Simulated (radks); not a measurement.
The numbers below are computed, except where a source is named.
Problem. Pr2+, configuration [Xe] 4f3. Level of theory: scalar-relativistic Kohn-Sham, LB94 model potential, spin-polarised, spherical densities, finite nucleus; open shells are filled with parallel spins first (spin-orbit coupling, left out, can overturn this in heavy ions); Fermi nuclear charge, rms radius 4.8919 fm (a radial shooting solver on a logarithmic mesh with Libxc functionals). Some entries of the table are withheld. Estimate them.

orbital,occ.,eigenvalue (eV),<r^2> (bohr^2),r(max) (bohr)
1s up,1,-42003.60,0.0007872,0.01541
1s down,1,-42003.60,0.0007872,0.01541
2s down,1,-6787.358,0.01248,0.08717
2s up,1,-6787.337,0.01248,0.08716
2p down,3,-6080.971,0.009955,0.07018
2p up,3,-6080.958,0.009955,0.07018
3s down,1,-1486.266,0.08442,0.2492
3s up,1,-1486.143,0.08445,0.2492
3p down,3,-1261.840,0.08432,0.2439
3p up,3,-1261.741,0.08436,0.2439
3d down,5,-945.6362,0.07166,0.2003
3d up,5,-945.5575,0.07170,0.2003
4s up,1,-309.1632,0.4386,0.5790
4s down,1,-307.8790,0.4384,0.5790
4p up,3,-236.2995,0.4960,0.6051
4p down,3,-235.0143,0.4957,0.6051
4d up,5,-131.9525,0.6130,0.6373
4d down,5,-130.6500,0.6120,0.6373
5s up,1,-58.7721,2.507,1.339
5s down,1,-57.3233,2.540,1.341
5p up,3,-40.7972,(1),1.524
5p down,3,-39.5833,(2),1.535
4f up,3,(3),(4),0.6933
4f down,0,(5),(6),0.6926

Solution. 
(1) 5p up <r^2> (bohr^2): 3.441
(2) 5p down <r^2> (bohr^2): 3.530
(3) 4f up eigenvalue (eV): -22.2548
(4) 4f up <r^2> (bohr^2): 1.539
(5) 4f down eigenvalue (eV): -20.9626
(6) 4f down <r^2> (bohr^2): 1.600
